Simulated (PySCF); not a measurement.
C$_{2}$H$_{9}$FSi$_{2}$, singlet, geometry from GFN2-xTB. Base run: M062X/6-31G (PySCF).

The PySCF input:
```python
from pyscf import gto, scf, dft, solvent

mol = gto.M(
    atom='''
Si   -1.258520    0.725858    0.081656
F    -2.713013    0.614792   -0.614827
C    -0.265489   -0.810571   -0.391493
Si    1.447966   -0.971777    0.421251
C     2.506026    0.540356   -0.013520
H    -0.708434    1.958497   -0.466050
H    -1.553213    0.799134    1.505671
H    -0.849499   -1.696300   -0.138929
H    -0.145487   -0.833036   -1.475753
H     2.100407   -2.194270   -0.072810
H     1.296474   -1.067265    1.879599
H     2.074529    1.452187    0.389219
H     3.509226    0.444983    0.390370
H     2.597644    0.667108   -1.088485
''',
    basis='6-31g',
    charge=0,
    spin=0,
    verbose=3,
)

mf = dft.RKS(mol)
mf.xc = 'm062x'
mf.kernel()
```

Base: dipole (D) 2.58; HOMO-LUMO gap (eV) 11.09.

A changed run: ΔE vs base (kcal/mol) -3.93; dipole (D) 2.90; HOMO-LUMO gap (eV) 11.05.

Question: Name the change that produced these shifts.
(A) model = IEF-PCM; solvent = methanol; r_probe = 0.5
(B) model = IEF-PCM; solvent = methanol; vdw_scale = 1.1
(C) model = IEF-PCM; solvent = methanol; lebedev_order = 11

Answer: C, model = IEF-PCM; solvent = methanol; lebedev_order = 11

The base is the gas phase, so ΔE is the electrostatic part of solvation at a fixed geometry, without cavity and dispersion terms.
